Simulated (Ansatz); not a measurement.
C2H6FNSSi, SMILES `FC1NC[SiH2]S1`, relaxed with RKS PBE0-D4/def2-TZVP in Ansatz from a PBE-D4/def2-SVP geometry. The force threshold is 0.005 eV/Å; the program also tests the step.

Total charge 0; spin multiplicity 1.

Start:

```xyz
12

F     1.385    0.074   -1.799
C     1.114   -0.750   -0.690
N     1.033   -0.031    0.523
C    -0.109    0.877    0.627
Si   -1.610   -0.189    0.096
S    -0.475   -1.658   -1.015
H     1.928   -1.504   -0.650
H     1.931    0.404    0.762
H    -0.219    1.232    1.672
H    -0.041    1.773   -0.036
H    -2.343   -0.808    1.254
H    -2.593    0.579   -0.741
```

Problem. By how much does the energy fall, and how many steps does the optimiser take? (An estimate is asked.)

Solution. Ansatz gave: 5.64 kJ/mol, in 8 steps.

Problem. Which bonds change most? (An estimate is asked.)

Solution. Computed: C2–S6 from 1.859 to 1.823 Å; C4–Si5 from 1.916 to 1.890 Å; Si5–S6 from 2.163 to 2.137 Å; C2–H7 from 1.111 to 1.091 Å.

Problem. Give the relaxed structure. (Estimate.)

Solution. Ansatz gave: 
```xyz
12

F     1.413    0.059   -1.774
C     1.095   -0.755   -0.678
N     1.021   -0.026    0.520
C    -0.116    0.878    0.619
Si   -1.593   -0.182    0.100
S    -0.475   -1.609   -1.032
H     1.888   -1.503   -0.629
H     1.907    0.413    0.734
H    -0.219    1.224    1.650
H    -0.038    1.757   -0.034
H    -2.300   -0.820    1.239
H    -2.583    0.564   -0.716
```
